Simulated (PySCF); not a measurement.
In(H)2(SeH) (H3InSe), SMILES [SeH][InH2]. Atoms are numbered in the order given.

```xyz
5

In     0.0011    -1.0045     0.0000
H     -1.5485    -1.7330     0.0000
H      1.5447    -1.7457     0.0000
Se    -0.0433     1.5028     0.0000
H      1.4216     1.6032     0.0000
```
Charge 0, spin multiplicity 1.

Geometry optimised at PBE0-D3(BJ)/def2-TZVP. The def2 effective core potentials stand for the cores of In; spin–orbit coupling is left out.

Calculation: C-PCM-M06-2X/def2-SVP run with PySCF 2.14.0.

The values are the electrostatic part of the solvation free energy, E(continuum) − E(gas) at the gas-phase geometry, in a cavity of scaled van der Waals radii (PySCF's table); cavitation and dispersion terms are not included. A continuum can't describe solvent molecules that bind to the metal. In vacuum the orbital gap is 6.91 eV. The dipole moment in vacuum is 1.61 D.

| solvent | ε | ΔG(elec) (kcal/mol) | dipole (D) | gap (eV) |
|---|---|---|---|---|
| water | 78.36 | -5.0 | 2.41 | 7.40 |
| toluene | 2.37 | -2.7 | 2.02 | 7.17 |
| acetonitrile | 35.69 | -4.9 | 2.39 | 7.39 |
